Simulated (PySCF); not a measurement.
Simulated C 1s region for `[SiH3]O[C@H]1BCCC1`, binding energy against the vacuum level.

Every computed line was given a Gaussian of 1.0 eV full width at half maximum and an area set by the number of equivalent atoms; the highest printed point is 100. Computed with delta-SCF UKS SCAN, pcX-2 on the ionised atom, pcseg-1 elsewhere, spin-free X2C (PySCF).

```json
{"binding energy (eV)": "288.7", "intensity": "0"}
{"binding energy (eV)": "288.8", "intensity": "0"}
{"binding energy (eV)": "288.9", "intensity": "1"}
{"binding energy (eV)": "289.0", "intensity": "1"}
{"binding energy (eV)": "289.1", "intensity": "2"}
{"binding energy (eV)": "289.2", "intensity": "3"}
{"binding energy (eV)": "289.3", "intensity": "6"}
{"binding energy (eV)": "289.4", "intensity": "10"}
{"binding energy (eV)": "289.5", "intensity": "15"}
{"binding energy (eV)": "289.6", "intensity": "22"}
{"binding energy (eV)": "289.7", "intensity": "31"}
{"binding energy (eV)": "289.8", "intensity": "42"}
{"binding energy (eV)": "289.9", "intensity": "53"}
{"binding energy (eV)": "290.0", "intensity": "66"}
{"binding energy (eV)": "290.1", "intensity": "78"}
{"binding energy (eV)": "290.2", "intensity": "88"}
{"binding energy (eV)": "290.3", "intensity": "96"}
{"binding energy (eV)": "290.4", "intensity": "100"}
{"binding energy (eV)": "290.5", "intensity": "100"}
{"binding energy (eV)": "290.6", "intensity": "96"}
{"binding energy (eV)": "290.7", "intensity": "90"}
{"binding energy (eV)": "290.8", "intensity": "81"}
{"binding energy (eV)": "290.9", "intensity": "72"}
{"binding energy (eV)": "291.0", "intensity": "64"}
{"binding energy (eV)": "291.1", "intensity": "57"}
{"binding energy (eV)": "291.2", "intensity": "52"}
{"binding energy (eV)": "291.3", "intensity": "49"}
{"binding energy (eV)": "291.4", "intensity": "46"}
{"binding energy (eV)": "291.5", "intensity": "43"}
{"binding energy (eV)": "291.6", "intensity": "40"}
{"binding energy (eV)": "291.7", "intensity": "36"}
{"binding energy (eV)": "291.8", "intensity": "31"}
{"binding energy (eV)": "291.9", "intensity": "25"}
{"binding energy (eV)": "292.0", "intensity": "20"}
{"binding energy (eV)": "292.1", "intensity": "15"}
{"binding energy (eV)": "292.2", "intensity": "10"}
{"binding energy (eV)": "292.3", "intensity": "7"}
{"binding energy (eV)": "292.4", "intensity": "4"}
{"binding energy (eV)": "292.5", "intensity": "3"}
{"binding energy (eV)": "292.6", "intensity": "2"}
{"binding energy (eV)": "292.7", "intensity": "1"}
{"binding energy (eV)": "292.8", "intensity": "0"}
{"binding energy (eV)": "292.9", "intensity": "0"}
{"binding energy (eV)": "293.0", "intensity": "0"}
```

Question: Count the maxima, the lines and the sites behind this envelope.

Answer: The curve has 1 maximum (at 290.4 eV). Under it lie 4 lines from 4 inequivalent carbon sites. At this width some lines have no maximum of their own.

Question: Decompose the envelope and assign each component. Numbering: `[SiH3:1][O:2][C@H:3]1[BH:4][CH2:5][CH2:6][CH2:7]1`.

Answer: 
| position (eV) | relative area | line | atoms | environment |
| --- | --- | --- | --- | --- |
| 290.15 | 1 | C 1s | C5 | sp3 carbon bound to boron |
| 290.49 | 1 | C 1s | C7 | ring CH2 carbon |
| 290.61 | 1 | C 1s | C6 | ring CH2 carbon |
| 291.53 | 1 | C 1s | C3 | sp3 carbon bound to oxygen |

Question: What are the centre and the root-mean-square width of the whole band?

Answer: The area-weighted mean of the lines is 290.70 eV. Their own spread about it is 0.51 eV (rms) and each Gaussian has σ = 1.0/2.355 = 0.42 eV; the variances add, which gives 0.66 eV.

The listed C 1s values span 1.38 eV, from C5 (bonded to C, 2 H and B) to C3 (bonded to O, C, H and B). The widest gap between neighbouring values is 0.92 eV, between 290.61 and 291.53 eV. Summing the Pauling electronegativity differences to the bonded atoms, each weighted by its formal bond order, gives -1.21 for the lowest site and +0.03 for the highest; no listed site has a larger sum than the highest.

The curve has no shake-up lines and no vibrational structure. Isolated species at its PBE0-D3(BJ)/def2-SVP geometry (one conformer only).
